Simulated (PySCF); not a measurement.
C₂H₄BClO. Atoms are numbered in the order given.

```xyz
9

B     -0.2169    -0.0377     0.0000
Cl     0.4248    -1.7034     0.0000
C      0.7575     1.1777     0.0000
C      0.2985     2.4369     0.0000
H      1.8398     1.0039     0.0000
H      0.9683     3.3048     0.0000
H     -0.7778     2.6445     0.0000
O     -1.5562     0.1479     0.0000
H     -2.0546    -0.6777     0.0000
```

Geometry optimised at ωB97X-D3(BJ)/def2-SVP. The values are those of a single conformer.

The numbers are results of PBE/pcSseg-1 run with PySCF, not measurements.

GIAO shieldings, no solvent; atoms listed in one row are averaged. δ = σ(ref) − σ: ¹¹B against BF3 (σ = 83.9 ppm); ³⁵Cl against HCl (σ = 936.5 ppm); ¹³C against TMS (σ = 182.0 ppm); ¹H against TMS (σ = 31.49 ppm); ¹⁷O against H2O (σ = 334.3 ppm), references at their B3LYP-D3(BJ)/def2-TZVP geometries, non-relativistic (without spin–orbit terms, shifts of atoms bonded to Cl or Br come out too high).

```json
[
 {"nucleus": "¹¹B", "atoms": "B1", "count": "1", "δ (ppm)": "24.0"},
 {"nucleus": "³⁵Cl", "atoms": "Cl2", "count": "1", "δ (ppm)": "179.1"},
 {"nucleus": "¹³C", "atoms": "C4", "count": "1", "δ (ppm)": "148.6"},
 {"nucleus": "¹³C", "atoms": "C3", "count": "1", "δ (ppm)": "142.0"},
 {"nucleus": "¹H", "atoms": "H7", "count": "1", "δ (ppm)": "7.03"},
 {"nucleus": "¹H", "atoms": "H6", "count": "1", "δ (ppm)": "6.67"},
 {"nucleus": "¹H", "atoms": "H5", "count": "1", "δ (ppm)": "6.52"},
 {"nucleus": "¹H", "atoms": "H9", "count": "1", "δ (ppm)": "5.32"},
 {"nucleus": "¹⁷O", "atoms": "O8", "count": "1", "δ (ppm)": "181.3"}
]
```
